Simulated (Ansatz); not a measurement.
Basis-set extrapolation for C4H2F4 (`FC1=CC(F)(F)C1F`) (PBE0-D4/def2-TZVP geometry, frozen core, the Gaussian-basis code of Ansatz). Multiplicity 1, RHF reference.

|  | def2-TZVPP | def2-QZVPP |
| --- | --- | --- |
| HF | -550.557388 | -550.580814 |
| MP2 correlation | -1.604399 | -1.741909 |
| CCSD(T) correlation | -1.681096 | not run |

Energies in hartree. Use E(X) = E(∞) + A·exp(−7.88·√X) for Hartree–Fock and E(X) = E(∞) + B·X^(−2.97) for correlation, with X = 3 and 4, and add CCSD(T) minus MP2 of the smaller set to the MP2 limit.

**Question.** What is the CCSD(T) energy at the basis-set limit?

**Answer.** HF limit: -550.580814 + (-0.023426) × 0.13774 = -550.58404. MP2 limit: -1.741909 + (-0.137510) × 0.74074 = -1.84377. Higher-order term: -1.681096 − (-1.604399) = -0.07670. Total: -552.50451 hartree, 698.5 kJ/mol below CCSD(T)/def2-TZVPP.
